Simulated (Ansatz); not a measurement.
Born–Oppenheimer molecular dynamics of C₂H₁₀Ge (13 atoms, charge 0, multiplicity 1). It starts at the highest image of a converged band. Of that band: The profile has 2 maxima (images 1, 4) with wells between them (image 2): this band takes more than one step, which may be the mechanism or a detour left from its start path. Neighbouring images differ by up to 3.3 eV, so the band resolves the path poorly. A vibrational analysis at the climbing image gives one clearly imaginary mode, 1935i cm⁻¹: a first-order saddle point.

All numbers below come from RKS B3LYP-D4/def2-mTZVP in Ansatz.

```json
{
  "ensemble": "NVE (velocity Verlet)",
  "time step": "0.5 fs",
  "steps asked": "200",
  "starting velocities drawn for": "300 K",
  "seed": "4604"
}
```

First frame:

```xyz
13
Properties=species:S:1:pos:R:3
Ge -0.135 -0.768 0.039
C 0.559 0.925 1.486
H 0.614 -2.082 0.316
H -1.389 -0.780 1.006
C -0.887 -0.342 -1.724
H 1.146 0.408 0.342
H 1.554 -0.084 -0.623
H 1.459 1.550 1.528
H -0.308 1.575 1.375
H 0.496 0.345 2.404
H -1.017 0.738 -1.806
H -1.867 -0.813 -1.822
H -0.225 -0.672 -2.521
```

(1) How far do the bonds stretch over the last three quarters of this one trajectory? (Pairs bonded in most of those frames.)

Answers

(1) 
```tsv
bond	mean (Å)	spread (Å)	shortest	longest
Ge1–C2	2.029	0.198	1.76	2.32
Ge1–H3	1.554	0.010	1.53	1.57
Ge1–H4	1.558	0.032	1.51	1.61
Ge1–C5	1.994	0.027	1.95	2.03
C2–H8	1.093	0.017	1.07	1.13
C2–H9	1.092	0.017	1.06	1.13
C2–H10	1.092	0.025	1.05	1.14
C5–H11	1.093	0.010	1.07	1.12
C5–H12	1.090	0.008	1.08	1.11
C5–H13	1.093	0.017	1.06	1.13
H6–H7	0.760	0.075	0.65	0.86
```

Mean temperature of the second half: 2128 K. The conserved energy stayed within 0.45 meV per atom of its start (net change 0.19 meV per atom), so the integration is sound. The system heated up, since it started high on the potential surface and ran downhill. A run of 0.1 ps of so small a system gives no equilibrium averages. The orbitals stay closed-shell, which can raise the energy where a bond breaks towards radicals; this wasn't checked here.

Time of the run: 16 min on 2 threads of Arm Neoverse N1 (shared host), peak memory 0.23 GiB.
